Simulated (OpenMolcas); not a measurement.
## Cr II: effect of the active space

```yaml
Program: OpenMolcas 26.06
Method: CASSCF
Basis: ANO-RCC-MB
Scalar_Hamiltonian: DKH2, point nucleus
Spin-orbit_coupling: state interaction with AMFI integrals over the reference wave functions, term energies averaged over their components
```

A. 5 electrons in 5 orbitals (3d); 2S+1 = 6 even, 1 root; 2S+1 = 4 even, 24 roots; 2S+1 = 2 even, 75 roots (53 in the spin-orbit step); cost of the order of 20 core-seconds
B. 5 electrons in 6 orbitals (3d 4s); 2S+1 = 6 even, 6 roots; 2S+1 = 4 even, 59 roots kept (CI in the orbitals of an earlier block); 2S+1 = 2 even, 36 roots kept (CI in the orbitals of an earlier block); cost about 50 core-seconds

Energies in eV above 3d5 6S 5/2, the measured ground level; measured values from NIST Handbook of Basic Atomic Spectroscopic Data.

| Level | A | B | Measured |
| --- | --- | --- | --- |
| 3d5 6S 5/2 | 0.0000 | 0.0000 | 0.0000 |
| 3d5 4G 5/2 | 3.2230 | 3.2090 | 2.5432 |
| 3d5 4G 7/2 | 3.2239 | 3.2100 | 2.5439 |
| 3d5 4G 11/2 | 3.2241 | 3.2110 | 2.5432 |
| 3d5 4G 9/2 | 3.2244 | 3.2108 | 2.5441 |
| 3d5 4P 5/2 | 3.7082 | 3.6659 | 2.7056 |
| 3d5 4P 3/2 | 3.7106 | 3.6657 | 2.7058 |
| 3d5 4P 1/2 | 3.7134 | 3.6659 | 2.7058 |
| 3d5 4D 7/2 | 4.0229 | 4.1088 |  |
| 3d5 4D 1/2 | 4.0256 | 4.1027 |  |
| 3d5 4D 3/2 | 4.0281 | 4.1054 |  |
| 3d5 4D 5/2 | 4.0288 | 4.1082 |  |

Deviations, from unrounded energies. A percentage is the sum of absolute deviations over the sum of measured energies, with the sign that they share, or ± where signs differ.

```tsv
Against measurement	Levels	A	B
mean absolute deviation (cm-1)	7	6600	6400
other terms of the ground configuration (%)	7	+31.4	+30.3
```

A, B lie about equally close to measurement. The largest miss of B in the table is 3d5 4P 5/2, by +7700 cm-1. The ranking rests on the paired levels alone, and a cruder setting can come out closer through cancelling errors.

The spin-orbit steps hold different terms of 3d5 (B lacks a 2F, 2G, 2H, 2S), which shifts levels as well.

Between A and B the level of the table that moves most is 3d5 4D 7/2, by 690 cm-1 (lowest in A, highest in B).

Without dynamic correlation excited terms often stand tens of per cent too high (terms of higher spin than the ground term too low), and those without a measured partner can miss by more than the paired ones. Some high roots are left out of the spin-orbit mixing, which shifts the levels that they would mix with (holds for A). Terms from blocks run as CI alone lack orbitals of their own (holds for B). Measured partners are found by configuration, term and J. A level has none where our copy of the source lacks it or the pairing is in doubt (some pairs that miss far off the trend of their configuration count as doubtful), and it then counts in no deviation. Only configurations of the active space appear. The table leaves out levels that lie high or whose names do not pair safely across all columns.
